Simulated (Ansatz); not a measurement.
Caution, from a PySCF single point (B3LYP-D3(BJ)/def2-TZVPD) at this geometry: the highest occupied level lies above zero, so the state may not be bound. This triplet is an excited state, 1.46 eV above the relaxed singlet at the level frozen-core CCSD(T)/aug-cc-pVTZ // B3LYP-D3(BJ)/def2-TZVPD (Ansatz, a program for electronic structure).

Species: HBFO, SMILES `O[B-]F` (excited triplet; H–O–B–F torsion 0°) (charge -1, multiplicity 3).

### Question
Give a relaxed geometry from Ansatz with B3LYP-D3(BJ)/def2-TZVPD.

### Answer
This is not unique; one that fits is the end point of this relaxation, one of several conformers (outside a Z-matrix the atoms follow the SMILES, hydrogens last).
Bond lengths (Å): O1–B2 1.326, O1–H4 0.981, B2–F3 1.335. Angles (°): B2–O1–H4 118.7, O1–B2–F3 128.0.
